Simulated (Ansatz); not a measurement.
CHFOSSi. The species carries charge 0 and has multiplicity 1. The bonds changed during the relaxation, so this is another structure than the one it started from.

Z-matrix (Å, degrees):
```
Si
F 1 1.591
C 1 1.999 2 99.4
S 1 1.962 2 123.9 3 -97.8
H 1 1.476 2 104.8 3 105.3
O 3 1.124 1 165.2 2 -124.8
```

Question: List the harmonic frequencies (cm⁻¹, unscaled) at PBE0-D4/def2-TZVP in Ansatz. (Estimate.)

Answer: Ansatz gave: 101, 156, 255, 299, 369, 441, 664, 727, 847, 928, 2227, 2266.

Question: Is this a minimum?

Answer: Yes, all 12 modes are real.

Question: Give the ideal-gas thermochemistry at 298.15 K and 1 bar (rigid rotor, harmonic oscillator; point group C1, symmetry number 1).

Answer: Zero-point energy 55.5 kJ/mol; H(298) − E = 73.9 kJ/mol; entropy 331.7 J/(mol·K), of which translation 167.3, rotation 114.3, vibration 50.2; G(298) − E = -25.0 kJ/mol.
